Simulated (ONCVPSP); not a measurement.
**Which change was made? (Sc, ONCV)**

Sc (Z = 21), optimised norm-conserving Vanderbilt (ONCV), made with ONCVPSP 4.0.1 (LDA (Perdew-Wang 92), scalar-relativistic). Core [Ar], reference 3d1 4s2. Waves: 4s: rc 3.25 bohr, ncon 5, nbas 8, qcut 2.4 1/bohr, 2 projectors, debl 3.9 Ha; p scattering state at 0.31 Ha: rc 2.50 bohr, ncon 4, nbas 8, qcut 3.6 1/bohr, 2 projectors, debl 3.4 Ha; 3d: rc 2.40 bohr, ncon 5, nbas 10, qcut 7.1 1/bohr, 2 projectors, debl 0.6 Ha. Local part: polynomial inside 2.05 bohr (lpopt 5, dvloc0 0 Ha). Core correction: Teter function, fcfact 4, rcfact 1.6.

Cutoffs, loose and tight: the cutoffs (Ha) at which the residual kinetic energy of the hardest occupied pseudo-wave falls to 1 and 0.1 mHa per electron. They do not see the model core or the augmentation charge, which bear on the density cutoff. Test errors are all-electron minus pseudo excitation energies from the reference, over the configurations 3d1 4s1; 3d1 4s0; 3d1 4s1.5; 3d0 4s2; variants that change the core or the reference have their own tests.

The base gives: outcome: generated; cutoff, loose: 18 Ha; cutoff, tight: 21 Ha; bound ghosts: none; GHOST(+) flags above zero: s, p; largest test error (meV): -299.

(1) After one change the result is: outcome: generated; cutoff, loose: 15 Ha; cutoff, tight: 25 Ha; bound ghosts: none; GHOST(+) flags above zero: s, p; largest test error (meV): -302. Which change was it?
A. s: qcut 1.6; p: qcut 2.5; d: qcut 4.9
B. s: qcut 3.1; p: qcut 4.7; d: qcut 9.2
C. s: qcut 1.9; p: qcut 2.9; d: qcut 5.7

Results:

(1) C. The others give: s: qcut 3.1; p: qcut 4.7; d: qcut 9.2 → outcome: failed: ERROR pspot: first pseudo wave function has node, program will stop | s: qcut 1.6; p: qcut 2.5; d: qcut 4.9 → outcome: generated; cutoff, loose: 27 Ha; cutoff, tight: 63 Ha; bound ghosts: none; GHOST(+) flags above zero: s, p; largest test error (meV): -305.
